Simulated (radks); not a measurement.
Task: Ionisation of the europium ion Eu+, [Xe] 4f7 6s1, to [Xe] 4f7 as the strength of local exchange is varied. Method: scalar-relativistic Kohn-Sham, Slater X-alpha exchange (alpha = 2/3 is LDA exchange), no correlation, spin-unpolarised, spherical densities, finite nucleus; Fermi nuclear charge, rms radius 5.1115 fm; computed with a radial shooting solver on a logarithmic mesh with Libxc functionals.

| alpha | E(Eu+) (hartree) | exchange (hartree) | IE (eV) | -e of the level emptied (eV) | <r> of it (bohr) |
|---|---|---|---|---|---|
| 0.576 | -10798.3877 | -196.5198 | 10.159 | 7.490 (6s) | 3.970 |
| 0.667 | -10829.5961 | -228.2676 | 10.577 | 7.913 (6s) | 3.894 |
| 0.734 | -10852.6348 | -251.7607 | 10.898 | 8.240 (6s) | 3.837 |
| 0.931 | -10920.6733 | -321.4146 | 11.890 | 9.262 (6s) | 3.676 |
| 1.008 | -10947.3870 | -348.8730 | 12.296 | 9.682 (6s) | 3.616 |
| ? | -10864.0012 | -263.3686 | 11.059 | 8.405 (6s) | 3.810 |

Which alpha was used in the last row?

Result: alpha = 0.767. NIST Atomic Spectra Database: 11.24 eV (semi-empirical). The Delta-SCF value meets it near alpha = 0.80. Spin polarisation and multiplet splitting are left out, so open shells lie too high by an amount that depends on their filling. Spin-orbit splitting is averaged out at the scalar-relativistic level.

Beside tabulated values, note that spin-unpolarised runs miss the spin-polarisation part of the exchange energy of open shells.
